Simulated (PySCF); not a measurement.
## Dipole moment and polarisability of `C=C(C)[C@H]([AsH2])CCC`

C7H15As.
Numbering: `[CH2:1]=[C:2]([CH3:3])[C@H:4]([AsH2:5])[CH2:6][CH2:7][CH3:8]` (hydrogens: H9, H10 on C1; H11, H12, H13 on C3; H14 on C4; H15, H16 on As5; H17, H18 on C6; H19, H20 on C7; H21, H22, H23 on C8)

Geometry (PBE0-D3(BJ)/def2-SVP, Å), atoms numbered from 1 in this order:
```
atom  x, y, z in Å
C1    -2.5334   -1.1100    1.1964
C2    -1.7696   -0.6573    0.1933
C3    -2.1069   -0.9374   -1.2428
C4    -0.5373    0.1614    0.4701
As5   -0.8857    2.0589   -0.1112
C6     0.7191   -0.3815   -0.2121
C7     2.0126    0.3111    0.1953
C8     3.2452   -0.3221   -0.4291
H9    -2.2807   -0.9061    2.2409
H10   -3.4377   -1.6942    1.0049
H11   -3.0746   -1.4490   -1.3343
H12   -2.1500   -0.0071   -1.8344
H13   -1.3404   -1.5727   -1.7159
H14   -0.3740    0.1894    1.5577
H15    0.0698    2.7043    0.8882
H16   -2.0743    2.2463    0.8242
H17    0.6106   -0.3227   -1.3096
H18    0.7971   -1.4581    0.0277
H19    1.9685    1.3777   -0.0862
H20    2.1004    0.2965    1.2962
H21    3.1981   -0.2856   -1.5294
H22    3.3410   -1.3809   -0.1392
H23    4.1668    0.1929   -0.1189
```

Level: B3LYP/def2-SVPD (PySCF), static field, nuclei fixed, core orbitals frozen in the response. The polarisability tensor in these axes (au):

```
x   130.56   6.32  -7.51
y     6.32 122.80  -2.20
z    -7.51  -2.20 109.90
```

Question: Give the principal values, the mean and the anisotropy Δα = √{½[(α1 − α2)² + (α2 − α3)² + (α1 − α3)²]}.

Answer: Principal values 107.46, 119.49 and 136.31 au; mean 121.08 au = 17.94 Å³ = 19.96 × 10⁻⁴⁰ C²·m²/J; Δα = 25.10 au (21 % of the mean).

Question: What is the dipole moment, and where does it point?

Answer: (0.55, -0.66, 0.10) D, 0.87 D in size, pointing from the negative to the positive side. Measured along this direction, the outermost atoms are H16 at the negative end and H22 at the positive end.

Question: Sum over states: ᾱ = Σ f/ω², ω in Eh. What share falls to these 10 lowest TDDFT singlets (eV, f)? 5.61, 0.0980; 5.76, 0.0282; 6.16, 0.0565; 6.41, 0.0924; 6.59, 0.0247; 6.65, 0.0543; 6.73, 0.0103; 6.78, 0.0901; 6.98, 0.1150; 7.13, 0.0386.

Answer: They add up to 10.97 au, 9.1 % of the 121.08 au; the largest single term is 2.31 au, from the state at 5.61 eV. Terms in order: 2.31, 0.63, 1.10, 1.66, 0.42, 0.91, 0.17, 1.45, 1.75, 0.56 au. Higher excitations give the rest. The strengths listed sum to 0.608.

Question: Estimate the molar refractivity from the static electronic polarisability.

Answer: Lorentz–Lorenz: R = (4π/3)N_A α = 2.5225 cm³/(mol·Å³) × 17.94 Å³ = 45.3 cm³/mol, in the limit of long wavelengths.

Question: What would n − 1 = 2πNα be for an ideal gas of these molecules at 500 K and 1 atm, electronic part alone?

Answer: N = p/kT = 1.4678 × 10¹⁹ cm⁻³, so n − 1 = 2π × N × 17.94 × 10⁻²⁴ cm³ = 1655 × 10⁻⁶ at long wavelengths, for an ideal gas.

Question: Find the Langevin capture rate constant for O2+ (31.990 u) meeting this molecule (174.039 u), k = 2.342 × 10⁻⁹ cm³/s × √(α in Å³ / reduced mass in u).

Answer: The reduced mass is 27.02 u, so k = 1.91 × 10⁻⁹ cm³/s. The formula leaves out the permanent dipole, which adds to the capture rate.

Question: What depolarisation ratio follows for Rayleigh scattering of linearly polarised light, taking the static tensor?

Answer: ρ = 3Δα²/(45ᾱ² + 4Δα²) = 1890.0/(659764 + 2520.1) = 0.00285.

Isolated species at its PBE0-D3(BJ)/def2-SVP geometry (one conformer only). The calculation is non-relativistic, for arsenic too.
